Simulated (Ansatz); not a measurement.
Zn3O3H12⁺, a cluster cut from wurtzite ZnO (hydrogen-capped). The state is a doublet with charge 1. Geometry PBE-D4/def2-SVP, that of the neutral singlet; atoms count from 1.

```xyz
18

O     1.996   -0.335   -0.476
Zn    1.839    1.247    1.260
O    -0.498    1.353    1.499
Zn    0.613   -1.661   -1.841
O    -1.499   -1.015   -1.026
Zn   -2.452    0.410    0.584
H     2.533    0.146   -1.140
H     2.594   -1.002   -0.079
H     2.085    0.225    2.435
H     1.973    2.523    0.343
H    -0.615    1.161    2.453
H    -0.669    2.313    1.395
H     0.728   -2.975   -0.977
H     0.623   -0.690   -3.083
H    -1.892   -1.881   -0.793
H    -1.952   -0.725   -1.845
H    -2.768    1.594   -0.408
H    -2.639   -0.690    1.699
```

Question: Estimate the Mulliken populations from the PBE0/def2-TZVP orbitals of Ansatz.

Answer: 
| atom | charge (e) | spin (α − β) | d electrons |
| --- | --- | --- | --- |
| O1 | -0.63 | 0.00 | – |
| Zn2 | 0.24 | 0.03 | 10.03 |
| O3 | -0.64 | 0.00 | – |
| Zn4 | 0.24 | 0.03 | 10.03 |
| O5 | -0.63 | 0.00 | – |
| Zn6 | 0.24 | 0.03 | 10.03 |
| H7 | 0.39 | 0.00 | – |
| H8 | 0.39 | 0.00 | – |
| H9 | -0.03 | 0.15 | – |
| H10 | -0.03 | 0.15 | – |
| H11 | 0.39 | 0.00 | – |
| H12 | 0.39 | 0.00 | – |
| H13 | -0.03 | 0.15 | – |
| H14 | -0.03 | 0.15 | – |
| H15 | 0.39 | 0.00 | – |
| H16 | 0.39 | 0.00 | – |
| H17 | -0.03 | 0.15 | – |
| H18 | -0.03 | 0.15 | – |
Mulliken values and Mayer orders depend strongly on the basis.

Question: Where does the spin sit?

Answer: Summed by element: O 0.00, Zn 0.10, H 0.90, of 1 unpaired in all. Largest on single atoms: H18 0.15, H10 0.15, H9 0.15.
